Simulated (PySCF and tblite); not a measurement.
Results of a calculation; reference values are marked as such.
C6H6O3, numbered as in [CH3:1][c:2]1[cH:3][c:4](=[O:5])[cH:6][c:7]([OH:8])[o:9]1.

Conformers came from 60 starts (ETKDG and KDG, MMFF94s, GFN2-xTB); geometries are GFN2-xTB. Weights use PBE0-D3(BJ)/pcSseg-1 (IEF-PCM, acetone) energies plus GFN2-xTB zero-point and thermal terms (modes under about 100 cm⁻¹ blended into free rotors). Symmetry numbers and mirror images are counted. Conformers within 2.5 kcal/mol (GFN2-xTB free energy) were kept, 6 at most. Codes: tblite and PySCF.

Rotational constants are equilibrium values for the commonest isotopes; dipoles come from the energy level named and are polarised by its solvent model.

Torsions listed: O9–C7–O8–H8.

```csv
conformer,shape,symmetry
1,0°,Cs
2,180°,Cs
```

**Question.** Give the rotational constants and dipole components.

**Answer.** 
| conformer | A (MHz) | B (MHz) | C (MHz) | abs μa (D) | abs μb (D) | abs μc (D) | κ | Ic−Ia−Ib (u Å²) |
| --- | --- | --- | --- | --- | --- | --- | --- | --- |
| 1 | 2009 | 1814 | 959 | 8.06 | 1.10 | 0.00 | 0.63 | -3.1 |
| 2 | 1996 | 1825 | 959 | 4.89 | 1.05 | 0.00 | 0.67 | -3.1 |

**Question.** Which type of transition is strongest for conformer 1?

**Answer.** a-type, since that component is clearly the largest; the top is asymmetric (κ = 0.63).


Conformer gaps in pcSseg-1 on xTB geometries can be 2 kcal/mol off for S=O, P=O and other polar bonds.